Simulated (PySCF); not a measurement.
## Polarisability and C₆ of Fe⁺ (iron, charge +1)

[Ar] 3d6 4s1, high-spin 6D determinant. Calculation: PySCF 2.14, in aug-cc-pVTZ with one added diffuse shell each of s, p, d, f, g type (9s8p6d4f3g, 118 functions); the non-relativistic Hamiltonian (point nucleus). Coupled (time-dependent) response in atomic units; α is the mean over directions.

```csv
method,mean α (bohr³),"α xx, yy, zz",C₆ (like pair),S(−4)
PBE0,27.68,"27.11, 27.11, 28.80",139.2,647.0
```

S(−4) is the Cauchy moment in α(ω) = α(0) + S(−4) ω² + …

α(iu) at PBE0:

```tsv
u (hartree)	α(iu) (bohr³)
0	27.68
0.0500	26.16
0.100	22.59
0.200	15.22
0.300	10.51
0.500	6.064
0.750	3.869
1.00	2.821
1.50	1.797
2.00	1.284
3.00	0.7697
5.00	0.3723
```

A single London oscillator, α(iu) = α/(1 + u²/ω²), gives C₆ = (3/4) ω α². Matching the computed C₆ needs ω = 4 × 139.2 / (3 × 27.68²) = 0.242 hartree.

For an ion, C₆ is the dispersion term alone; charge-induced terms of lower order in 1/R come first.

The components differ because the open shell of this determinant is not spherical; for a pure term their mean is the scalar polarisability.
